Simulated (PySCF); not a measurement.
Species: C₅H₉N₃Si.
Structure used (PBE0-D3(BJ)/def2-SVP), in Å, numbered top down from 1:
```xyz
18
C5H9N3Si angstrom
C     -3.0096   -0.1321   -0.3672
C     -2.1909   -0.2230    0.6791
C     -1.2698    0.8729    1.1206
N      0.1038    0.4204    1.2365
N      0.4877   -0.3668    2.2173
C      1.7652   -0.6098    1.9469
C      2.1158    0.0685    0.7589
Si     3.7376    0.1556   -0.1691
N      1.0155    0.7095    0.3391
H     -3.6810   -0.9513   -0.6365
H     -3.0414    0.7643   -0.9943
H     -2.1650   -1.1319    1.2910
H     -1.2641    1.7069    0.4080
H     -1.5674    1.2515    2.1113
H      2.3714   -1.2372    2.5974
H      3.6020   -0.4304   -1.5354
H      4.2038    1.5680   -0.2926
H      4.7469   -0.6303    0.6025
```

The calculation used PBE0-D3(BJ)/def2-SVP geometry optimisation, gas phase in PySCF.

Take the most abundant isotopes and a rigid rotor. The values belong to one conformer with, in the numbering `[CH2:1]=[CH:2][CH2:3][n:4]1[n:5][cH:6][c:7]([SiH3:8])[n:9]1`, C1–C2–C3–N4 -126°, C2–C3–N4–N5 -73°.

**Question.** What are A, B and C (MHz)?

**Answer.** Ia = 145.72, Ib = 739.67, Ic = 820.28 u·Å²; 505379 MHz·u·Å²/I gives A = 3468, B = 683.3, C = 616.1 MHz.

**Question.** What kind of rotor is it?

**Answer.** A near-prolate asymmetric top: κ = (2 × 683.3 − 3468 − 616.1)/(3468 − 616.1) = -0.95.

**Question.** What does the inertial defect say?

**Answer.** Not planar: Δ = Ic − Ia − Ib = -65.11 u·Å². For a rigid frame Δ = −2 Σ m c², so Σ m c² = 32.55 u·Å² lies off the ab plane: 11.18 from hydrogen and 21.37 from heavier atoms. The atom farthest from that plane is 1.45 Å away.

**Question.** Give the other two planar moments, Paa and Pbb, and the rms extents of the mass along the axes.

**Answer.** Paa = Σ m a² = (Ib + Ic − Ia)/2 = 707.11 and Pbb = Σ m b² = (Ia + Ic − Ib)/2 = 113.17 u·Å². With the mass M = 139.06 u, the rms extents √(P/M) along a, b and c are 2.26, 0.90, 0.48 Å.

**Question.** Where do the levels up to J = 5 lie, in MHz?

**Answer.** Above 0(0,0):
J = 1: 1(0,1) 1299, 1(1,1) 4084, 1(1,0) 4151
J = 2: 2(0,2) 3897, 2(1,2) 6616, 2(1,1) 6817, 2(2,1) 15172, 2(2,0) 15173
J = 3: 3(0,3) 7790, 3(1,3) 10412, 3(1,2) 10815, 3(2,2) 19070, 3(2,1) 19076, 3(3,1) 33163, 3(3,0) 33163
J = 4: 4(0,4) 12976, 4(1,4) 15473, 4(1,3) 16145, 4(2,3) 24266, 4(2,2) 24284, 4(3,2) 38362, 4(3,1) 38363, 4(4,1) 58089, 4(4,0) 58089
J = 5: 5(0,5) 19449, 5(1,5) 21797, 5(1,4) 22804, 5(2,4) 30760, 5(2,3) 30802, 5(3,3) 44863, 5(3,2) 44864, 5(4,2) 64589, 5(4,1) 64589, 5(5,1) 89952, 5(5,0) 89952
Those of J = 1 are B + C, A + C and A + B.

**Question.** Which types of transition are allowed, and where do some lines up to J = 5 fall?

**Answer.** The dipole components are |μa| = 1.18 D, |μb| = 0.01 D, |μc| = 0.11 D. Intensities carry the squares of the components, which stand as 1.00 : 0.00 : 0.01 (a : b : c). Some lines, for components of 0.1 D or more:

| type | branch | J(Ka,Kc) | MHz | lower level (cm⁻¹) |
| --- | --- | --- | --- | --- |
| c | Q | 5(1,5) ← 5(0,5) | 2348 | 0.649 |
| c | Q | 3(1,3) ← 3(0,3) | 2622 | 0.260 |
| a | R | 2(1,1) ← 1(1,0) | 2666 | 0.138 |
| c | Q | 1(1,1) ← 1(0,1) | 2785 | 0.043 |
| a | R | 4(0,4) ← 3(0,3) | 5185 | 0.260 |
| a | R | 4(3,2) ← 3(3,1) | 5200 | 1.106 |
| a | R | 5(1,5) ← 4(1,4) | 6324 | 0.516 |
| a | R | 5(2,3) ← 4(2,2) | 6518 | 0.810 |
| a | R | 5(1,4) ← 4(1,3) | 6659 | 0.539 |
| c | R | 3(1,2) ← 2(0,2) | 6918 | 0.130 |
| c | Q | 5(2,4) ← 5(1,4) | 7957 | 0.761 |
| c | Q | 3(2,2) ← 3(1,2) | 8255 | 0.361 |
| c | R | 4(1,3) ← 3(0,3) | 8354 | 0.260 |
| c | R | 5(1,4) ← 4(0,4) | 9828 | 0.433 |
| c | R | 2(2,0) ← 1(1,0) | 11022 | 0.138 |
| c | R | 3(2,2) ← 2(1,2) | 12454 | 0.221 |
| c | R | 4(2,2) ← 3(1,2) | 13469 | 0.361 |
| c | R | 4(2,3) ← 3(1,3) | 13854 | 0.347 |
| c | Q | 4(3,2) ← 4(2,2) | 14078 | 0.810 |
| c | R | 5(2,4) ← 4(1,4) | 15287 | 0.516 |
| c | R | 4(3,1) ← 3(2,1) | 19287 | 0.636 |

**Question.** Estimate the classical rotational partition function at 25 K, 50 K and 200 K.

**Answer.** Point group C1, symmetry number σ = 1; q = (√π/σ)·√((kT/h)³/(ABC)), k/h = 20836.6 MHz/K: 17400 at 25 K, 49300 at 50 K, 395000 at 200 K.

No PBE0-D3(BJ)/def2-SVP frequencies stand behind this structure, so it isn't proved a minimum. These are rigid-rotor constants of the computed structure; measured ground-state constants (B0) also hold zero-point vibration. A rigid rotor knows nothing of internal rotation, which can split or shift real lines. Quadrupole hyperfine structure (14N) is left out.
